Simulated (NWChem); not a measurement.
System: C₃H₄F₂Si; SMILES C#CC(F)(F)[SiH3]

The following NWChem deck was run.

```
start job
memory heap 200 mb stack 900 mb global 1100 mb
geometry units angstroms
  C      2.208908     1.161940     0.590725
  C      1.256902     0.530942     0.231070
  C      0.092248    -0.216054    -0.188768
  F     -0.019866    -0.190033    -1.560112
  F      0.244253    -1.547791     0.123041
  Si    -1.577363     0.423239     0.588930
  H      3.042449     1.715709     0.906593
  H     -1.702670     1.809943     0.150322
  H     -2.607961    -0.452611     0.044125
  H     -1.407274     0.291400     2.032792
end
basis spherical
  * library def2-svp
end
dft
  xc xpbe96 cpbe96
  disp vdw 4
  iterations 150
end
driver
  maxiter 120
end
task dft optimize
task dft freq
```

The level has its own optimisation; frequencies are unscaled. Brackets give each atom's bonded neighbours.

### Question
Predict the main results of this run. (PBE-D3(BJ)/def2-SVP.) Quantities: r C–C [C(CC)–C(CH)] (Å); r C–H (Å); r C–C [C(CC)–C(CFFSi)] (Å); r C–F (Å); highest harmonic frequency (cm⁻¹); lowest (cm⁻¹); zero-point energy (kcal/mol); dipole (D).

### Answer
```
Quantity                           Result
---------------------------------  ------
r C–C [C(CC)–C(CH)] (Å)             1.222
r C–H (Å)                           1.082
r C–C [C(CC)–C(CFFSi)] (Å)          1.463
r C–F (Å)                           1.384
highest harmonic frequency (cm⁻¹)    3404
lowest (cm⁻¹)                         115
zero-point energy (kcal/mol)         33.6
dipole (D)                           2.03
```
